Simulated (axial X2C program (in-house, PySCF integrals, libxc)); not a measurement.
RbS⁺: from the spin-free to the two-component result

Computed with an axial X2C code built on PySCF integrals. Spin-free means the one-electron spin-free X2C Hamiltonian; two-component (2c) means X2C with spin–orbit coupling and atomic mean-field two-electron Coulomb and Gaunt terms, so the difference of the two also holds small scalar two-electron terms. Basis: Rb dyall-cv3z [12s13p8d4f1g], S dyall-av3z [9s8p3d2f] (cores contracted in-house); Gaussian nuclei, density fitting, unrestricted open shells. Masses: Rb 84.912 u, S 31.972 u.

Spin-free state: M_S = 1, Λ = 0 (beyond evenly filled blocks: π+α, π-α); fragments Rb+ + S.

```json
{"level": "PBE0", "Re (Å)": "3.493", "ωe (cm⁻¹)": "92.2", "De (eV)": "0.292", "μ (D)": "-3.13"}
{"level": "HF", "Re (Å)": "3.653", "ωe (cm⁻¹)": "79.7", "De (eV)": "0.233", "μ (D)": "-3.59"}
{"level": "MP2", "Re (Å)": "3.505", "ωe (cm⁻¹)": "92.9", "De (eV)": "0.280", "μ (D)": "n/a"}
{"level": "CCSD", "Re (Å)": "3.535", "ωe (cm⁻¹)": "89.9", "De (eV)": "0.292", "μ (D)": "n/a"}
{"level": "CCSD(T)", "Re (Å)": "3.524", "ωe (cm⁻¹)": "91.0", "De (eV)": "0.276", "μ (D)": "n/a"}
{"level": "LDA", "Re (Å)": "3.349", "ωe (cm⁻¹)": "110.4", "De (eV)": "0.386", "μ (D)": "-2.71"}
```

Correlated methods: 14 electrons correlated (number of frozen shells: Rb 3 s, 2 p, 1 d; S 2 s, 1 p), 262 virtual spin orbitals or spinors in MP2, 90 natural virtuals in coupled cluster.

Dipoles are positive if S is the positive end and refer to the centre of mass.

Two-component determinant lowest at the distance of the search:

Ω = 1 (⟨Sz⟩ = 1.00, ⟨Lz⟩ = 0.00 at HF); fragments Rb+ + S.

```json
{"level": "PBE0", "Re (Å)": "3.494", "ωe (cm⁻¹)": "92.2", "De (eV)": "0.292", "μ (D)": "-3.13"}
{"level": "HF", "Re (Å)": "3.654", "ωe (cm⁻¹)": "79.5", "De (eV)": "0.231", "μ (D)": "-3.59"}
{"level": "MP2", "Re (Å)": "3.506", "ωe (cm⁻¹)": "93.0", "De (eV)": "0.257", "μ (D)": "n/a"}
{"level": "CCSD", "Re (Å)": "3.534", "ωe (cm⁻¹)": "90.4", "De (eV)": "0.280", "μ (D)": "n/a"}
{"level": "CCSD(T)", "Re (Å)": "3.524", "ωe (cm⁻¹)": "91.4", "De (eV)": "0.254", "μ (D)": "n/a"}
{"level": "LDA", "Re (Å)": "3.349", "ωe (cm⁻¹)": "110.5", "De (eV)": "0.372", "μ (D)": "-2.71"}
```

**Question.** From the two tables, how do the constants change at the CCSD(T) level (2c against spin-free)?

**Answer.** At the CCSD(T) level Re is unchanged within 0.001 Å and ωe rises by 0.4 cm⁻¹; De changes by -0.022 eV.

Occupations by symmetry block were frozen at the best pattern of an incomplete PBE0 search. Dissociation energies refer to the lowest single-determinant-based atoms at the same level and basis. Density functionals use the spin component along the axis (collinear). CCSD and (T) use frozen natural virtuals with an MP2 correction for the truncation; (T) itself is uncorrected, so its De runs slightly low. The 2c atoms are single determinants rather than J levels; their spin–orbit lowering is only partly caught, and De is too large by that part. This holds for PBE0. PBE0 can misorder states that lie within some tenths of an eV, so this need not be the ground state of the molecule. The nearest other spin-free determinant of the search, M_S = 1, Λ = 1, lies 0.37 eV up at the distance of the search. Without a current term, density functionals place determinants with orbital angular momentum somewhat too high. With several unpaired electrons one determinant need not be a pure state. Open-shell Ω = 0 determinants with evenly filled partner blocks cannot be reached by this program, so the Ω shown need not be the lowest component. This is the Ω = 1 component of a π² triplet; the 0⁺ component is not one determinant and can lie lowest.
